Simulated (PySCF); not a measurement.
UHF on Ca⁻ (calcium, charge -1), [Ar] 3d1 4s2, 2D determinant. Computed with PySCF 2.14 in aug-cc-pwCVTZ-X2C, with the spin-free X2C one-electron Hamiltonian (Gaussian nucleus).

```
cycle= 1 E= -679.589890022093  delta_E= -8.04e-05  |g|= 0.00186  |ddm|= 0.0176
cycle= 2 E= -679.589907602958  delta_E= -1.76e-05  |g|= 0.00102  |ddm|= 0.00716
cycle= 3 E= -679.589915157652  delta_E= -7.55e-06  |g|= 0.000413  |ddm|= 0.00721
cycle= 4 E= -679.589916550309  delta_E= -1.39e-06  |g|= 0.000192  |ddm|= 0.00427
cycle= 5 E= -679.58991692056  delta_E= -3.7e-07  |g|= 8.6e-05  |ddm|= 0.00228
cycle= 6 E= -679.58991699192  delta_E= -7.14e-08  |g|= 1.98e-05  |ddm|= 0.00115
cycle= 7 E= -679.589916995265  delta_E= -3.35e-09  |g|= 6.12e-06  |ddm|= 0.000194
cycle= 8 E= -679.589916995556  delta_E= -2.91e-10  |g|= 1.46e-06  |ddm|= 5.48e-05
converged SCF energy = -679.589916995556  <S^2> = 0.75152747  2S+1 = 2.0015269
```

Highest occupied orbital energy: 1.264 eV; ⟨L²⟩ = 6.00; populations by l: s 8.00, p 12.00, d 1.00, f 0.00.

(1) Can this result be used?

Answers

(1) With care. The calculation finished and met its thresholds. The configuration of this anion was assumed by filling the next shell in order. It is not the known or likely ground configuration (Ca⁻, Sr⁻ and Ba⁻, for instance, bind a p electron), so these values are not the electron affinity of the element. At UHF the highest occupied level has a positive energy, so only the finite basis holds that electron.
